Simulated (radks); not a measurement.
The numbers below are computed, except where a source is named.
Spin polarisation of the 3s1 shell in the magnesium ion Mg+. Start: [Ne] 3s(up 0.5, down 0.5); electrons of 3s are moved from spin down to spin up, other shells keep equal spins. Code: a radial shooting solver on a logarithmic mesh with Libxc functionals. Model: scalar-relativistic Kohn-Sham, LDA (Slater exchange, Perdew-Wang correlation), spin-polarised, spherical densities, finite nucleus; Fermi nuclear charge, rms radius of each element as measured or else 0.836 A^(1/3) + 0.57 fm.

moment (Bohr magnetons)  E - E(0) (eV)  e(3s up) (eV)  e(3s down) (eV)  2p down minus up (eV)
0                                0.000        -11.521          -11.521                  0.000
0.25                            -0.020        -11.669          -11.351                  0.038
0.5                             -0.080        -11.799          -11.151                  0.077
0.75                            -0.182        -11.908          -10.917                  0.116
1                               -0.330        -12.000          -10.527                  0.155

At moment 1 the spin-polarisation energy is -0.330 eV and the 3s exchange splitting 1.474 eV, that is 1.474 eV per Bohr magneton; E = -I m^2/4 would give I = 1.321 eV.
